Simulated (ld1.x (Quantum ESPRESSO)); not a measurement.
**An all-electron radial function and its pseudo partner (boron)**

Columns: radius, all-electron u(r) and pseudo u(r) of the 2s shell (level -9.39 eV) of boron in the configuration [He] 2s2 2p1; LDA (PZ), scalar-relativistic, PAW scheme, ld1.x (Quantum ESPRESSO) 7.5.

| r (bohr) | all-electron | pseudo |
| --- | --- | --- |
| 0.185 | 0.3073 | -0.1111 |
| 0.370 | 0.1332 | -0.2252 |
| 0.555 | -0.1301 | -0.3427 |
| 0.740 | -0.3631 | -0.4592 |
| 0.925 | -0.5357 | -0.5660 |
| 1.110 | -0.6479 | -0.6525 |
| 1.295 | -0.7089 | -0.7090 |
| 1.480 | -0.7306 | -0.7306 |
| 1.665 | -0.7236 | -0.7236 |
| 1.850 | -0.6971 | -0.6971 |
| 2.035 | -0.6581 | -0.6581 |
| 2.220 | -0.6118 | -0.6118 |
| 2.405 | -0.5621 | -0.5621 |
| 2.590 | -0.5116 | -0.5116 |
| 2.775 | -0.4620 | -0.4620 |
| 2.960 | -0.4147 | -0.4147 |
| 3.145 | -0.3702 | -0.3702 |
| 3.330 | -0.3290 | -0.3290 |
| 3.515 | -0.2914 | -0.2914 |
| 3.700 | -0.2572 | -0.2572 |
| 3.885 | -0.2263 | -0.2263 |
| 4.070 | -0.1987 | -0.1987 |
| 4.255 | -0.1741 | -0.1741 |
| 4.440 | -0.1522 | -0.1522 |
| 4.625 | -0.1328 | -0.1328 |
| 4.810 | -0.1157 | -0.1157 |

Problem. How many radial nodes do the two functions have?

Solution. The all-electron 2s function has n − l − 1 = 1; the pseudo-wave has 0, since the states of the same l below it are removed with the core.

Problem. At about which radius was the pseudo-wave matched?

Solution. 1.35 bohr, where the columns begin to agree (steps of 0.18 bohr).

Problem. Where does each function peak?

Solution. Outermost all-electron maximum near 1.48 bohr, pseudo maximum near 1.48 bohr (to the table’s step).

Problem. Is the pseudo-wave norm-conserving?

Solution. No, it belongs to a PAW set: the norm inside the radius is not constrained, and the difference is carried by the augmentation charge.
